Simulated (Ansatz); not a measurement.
Cost and result for the atomization energy of CH₆AlNOSi (`O=C[N]([AlH2])[SiH3]`) (11 atoms, 10 bonds).

Cartesian coordinates in Å:
```
O 0.858 -0.436 2.125
C 0.760 0.410 1.264
N 0.110 0.198 0.074
Al -0.020 1.488 -1.192
Si -0.546 -1.447 -0.018
H 1.196 1.417 1.390
H 0.664 2.867 -0.840
H -0.791 1.144 -2.521
H -1.561 -1.682 1.035
H 0.532 -2.460 0.035
H -1.202 -1.500 -1.351
```

Total charge 0; spin multiplicity 1. Geometry: relaxed with PBE0-D4/def2-TZVP. It is one conformer, not always the lowest. Program: Ansatz. All runs use 4 threads of an Arm Neoverse V1 on a shared host. Times are those of one run each, without the atoms' runs, and a repeat can differ threefold. Electronic energies, without spin–orbit coupling; frozen cores. CCSD(T)/CBS adds CCSD(T) − MP2 in def2-TZVPP to the MP2 limit, and its time is that of the two runs behind it. T1 = 0.015. B3LYP takes the VWN-RPA correlation (the form of Gaussian; ORCA's B3LYP/G).

CCSD(T)/CBS is a level of theory with its own doubt, some kJ/mol a heavy atom from the limit and from the frozen cores, so smaller differences don't rank the functionals.

| level | functions | wall time |
| --- | --- | --- |
| PBE-D4/def2-TZVPP (with forces) | 261 | 2.8 s |
| PBE0-D4/def2-TZVPP | 261 | 3.6 s |
| B3LYP-D4/def2-TZVPP (with forces) | 261 | 5.5 s |
| r2SCAN-D4/def2-TZVPP (with forces) | 261 | 6 s |
| B2PLYP/def2-TZVPP | 261 | 6.5 s |
| ωB97X-V/def2-TZVPP | 261 | 9 s |
| ωB97M-V/def2-TZVPP (with forces) | 261 | 13 s |
| MP2/def2-QZVPP | 491 | 24 s |
| CCSD(T)/def2-TZVPP | 261 | 2.5 min |
| CCSD(T)/CBS(def2) | – | 2.9 min |

Q: What atomization energy does each give, and how far from CCSD(T)/CBS? (Best estimate.)

A: Computed: 
```csv
level,atomization (kJ/mol),difference from CCSD(T)/CBS,per bond
PBE-D4/def2-TZVPP (with forces),3872.5,48.9,4.9
PBE0-D4/def2-TZVPP,3792.7,-30.9,-3.1
B3LYP-D4/def2-TZVPP (with forces),3827.0,3.4,0.3
r2SCAN-D4/def2-TZVPP (with forces),3824.1,0.5,0.0
B2PLYP/def2-TZVPP,3780.9,-42.7,-4.3
ωB97X-V/def2-TZVPP,3849.4,25.8,2.6
ωB97M-V/def2-TZVPP (with forces),3836.9,13.3,1.3
MP2/def2-QZVPP,3839.9,16.3,1.6
CCSD(T)/def2-TZVPP,3711.8,-111.8,-11.2
CCSD(T)/CBS(def2),3823.6,0.0,0.0
```

From PBE to PBE0 (25 % exact exchange), in def2-TZVPP and without D4, the atomization energy moves by −75.8 kJ/mol: exact exchange takes away binding that semilocal exchange gives to molecules. In def2-TZVPP, CCSD(T) changes the Hartree–Fock value by +1001.4 kJ/mol (the triples alone add +63.0 kJ/mol) and MP2 by +1062.2 kJ/mol; breaking electron pairs costs correlation energy, which Hartree–Fock lacks. The D4 term adds +41.5 kJ/mol with B3LYP and +21.7 kJ/mol with PBE0; it sums over pairs of atoms, weighted by their polarisabilities, and B3LYP, whose exchange is more repulsive, gets the larger term.
